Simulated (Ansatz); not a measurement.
Born–Oppenheimer molecular dynamics of AlH6NO2 (10 atoms, charge 0, multiplicity 1). It starts at the highest image of a converged band, a first-order saddle point between two minima.

Computed with RKS CAM-B3LYP-D4/def2-SVP in Ansatz.

```json
{
  "ensemble": "NVE (velocity Verlet)",
  "time step": "0.5 fs",
  "steps asked": "200",
  "starting velocities drawn for": "100 K",
  "seed": "11233"
}
```

First frame:

```xyz
10
Properties=species:S:1:pos:R:3
Al -0.085 0.061 0.245
N -0.036 0.164 2.117
H -0.858 -0.040 2.684
H 0.811 -0.064 2.636
O 1.413 -0.443 -0.385
H 1.717 -0.390 -1.292
O -1.613 -0.272 -0.419
H -1.844 -0.952 -1.054
H -0.077 1.854 0.542
H -0.052 1.406 1.448
```

(1) How far do the bonds stretch over the last three quarters of this one trajectory? (Pairs bonded in most of those frames.)

Results:

(1) 
| bond | mean (Å) | spread (Å) | shortest | longest |
| --- | --- | --- | --- | --- |
| Al1–N2 | 2.215 | 0.181 | 1.84 | 2.44 |
| Al1–O5 | 1.734 | 0.040 | 1.66 | 1.79 |
| Al1–O7 | 1.753 | 0.045 | 1.68 | 1.85 |
| Al1–H9 | 1.587 | 0.038 | 1.52 | 1.66 |
| N2–H3 | 1.034 | 0.028 | 0.99 | 1.12 |
| N2–H4 | 1.023 | 0.022 | 0.98 | 1.07 |
| N2–H10 | 1.031 | 0.055 | 0.94 | 1.13 |
| O5–H6 | 0.960 | 0.007 | 0.95 | 0.97 |
| O7–H8 | 0.962 | 0.023 | 0.92 | 1.00 |

Pairs bonded in part of these frames only: Al1–N2 79 %.

Mean temperature of the second half: 673 K. The conserved energy stayed within 0.33 meV per atom of its start (net change -0.0042 meV per atom), so the integration is sound. The kinetic energy rose, since the run started high on the potential surface and went downhill. A run of 0.1 ps of so small a system gives no equilibrium averages. The orbitals stay closed-shell, which can raise the energy where a bond breaks towards radicals; this wasn't checked here.

The run took 5.4 min on 4 threads of Intel(R) Xeon(R) Platinum 8259CL CPU @ 2.50GHz (Skylake/Cascade Lake), with other jobs on the host, peak memory 0.23 GiB.
